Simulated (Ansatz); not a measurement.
Basis-set extrapolation for `C[C@@H](F)[C@@H]1BC1` (PBE0-D4/def2-TZVP geometry, frozen core, the Gaussian-basis code of Ansatz). Multiplicity 1, RHF reference.

```tsv
	def2-TZVPP	def2-QZVPP
HF	-280.301171	-280.313787
MP2 correlation	-1.020246	-1.093651
CCSD(T) correlation	-1.109030	not run
```

Energies in hartree. Use E(X) = E(∞) + A·exp(−7.88·√X) for Hartree–Fock and E(X) = E(∞) + B·X^(−2.97) for correlation, with X = 3 and 4, and add CCSD(T) minus MP2 of the smaller set to the MP2 limit.

Question: What is the CCSD(T) energy at the basis-set limit?

Answer: HF limit: -280.313787 + (-0.012616) × 0.13774 = -280.31552. MP2 limit: -1.093651 + (-0.073405) × 0.74074 = -1.14803. Higher-order term: -1.109030 − (-1.020246) = -0.08878. Total: -281.55233 hartree, 373.2 kJ/mol below CCSD(T)/def2-TZVPP.
